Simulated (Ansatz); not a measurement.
Other settings, tried on TeOCl2 (TeCl₂O).

```yaml
crystal:
  periodic: [false, false, false]
  atoms:
    - {symbol: Te, position_ang: [0.156395, 0.001958, 0.730595]}
    - {symbol: O, position_ang: [1.840750, -0.030116, 0.020801]}
    - {symbol: Cl, position_ang: [-0.968704, 1.832134, -0.386957]}
    - {symbol: Cl, position_ang: [-1.028440, -1.803976, -0.364438]}
basis:
  gaussian: {orbitals: def2-mTZVP, nuclear_model: gaussian}
hamiltonian: {xc: {name: HF}}
correlation: {method: ccsd}
```

```sh
$ ansatz run in.yaml --threads 4 --pin off --events-out ev --progress --plain --max-ram 3916MiB
```

It prints (some lines left out):

```
Functional definition: HF
996 factors; integrals over basis functions are off by at most 3.8e-4 eV
mean field evaluation 1: about -34303.5825 eV, gradient 5.1e1 eV
mean field evaluation 2: about -34303.6743 eV, gradient 5.2e1 eV
mean field evaluation 4: about -34309.4011 eV, gradient 7.4e0 eV
mean field evaluation 8: about -34309.5857 eV, gradient 8.9e-1 eV
mean field evaluation 16: about -34309.5978 eV, gradient 1.6e-6 eV
mean field -34309.59779284 eV, -1260.8544630061 hartree, gradient 1.6e-6 eV, S^2 0.000000; 0 other end points of the search recorded, 0 dependent functions left out
15 core orbitals not correlated: weight in the atoms' cores, before any rotation towards them, 1.000 or more for the frozen orbitals, at most 0.000 for the correlated occupied ones
reference -34309.59779284 eV, -1260.8544630061 hartree; 18, 18 occupied and 71, 71 virtual orbitals, 996 factors
second order -18.55609852 eV of doubles, -0.00000000 eV of singles
cycle   1  -17.98876989 eV  change    5.7e-1 eV  update   1.9e-1
cycle   2  -18.62824118 eV  change   -6.4e-1 eV  update   1.0e-1
cycle   3  -18.84069130 eV  change   -2.1e-1 eV  update   4.6e-2
cycle   4  -18.85644139 eV  change   -1.6e-2 eV  update   2.1e-2
cycle   5  -18.84132518 eV  change    1.5e-2 eV  update   9.4e-3
cycle   6  -18.84575902 eV  change   -4.4e-3 eV  update   4.0e-3
cycle   7  -18.84484576 eV  change    9.1e-4 eV  update   1.6e-3
cycle   8  -18.84423249 eV  change    6.1e-4 eV  update   5.0e-4
cycle   9  -18.84455974 eV  change   -3.3e-4 eV  update   2.5e-4
cycle  10  -18.84462999 eV  change   -7.0e-5 eV  update   1.1e-4
cycle  11  -18.84452503 eV  change    1.0e-4 eV  update   7.0e-5
cycle  12  -18.84455421 eV  change   -2.9e-5 eV  update   3.3e-5
WARN: the results are in doubt because among natural orbitals full CI differs from the method by -0.140 eV
Total energy: -34328.44234704 eV, -1261.5469876000 hartree
In doubt: among natural orbitals full CI differs from the method by -0.140 eV
```

It took 3.6 s on 4 threads of Arm Neoverse V1 on a shared host.

In the def2 sets Te takes a core potential; there is no spin–orbit coupling. Correlated methods freeze 15 core orbitals; core or outer-core shells of Te are correlated, in sets that lack core-valence functions. The program marks the result for the charge 0 singlet as doubtful (large difference). T1 of the charge 0 singlet is large (up to 0.024), so the single-reference result is doubtful.
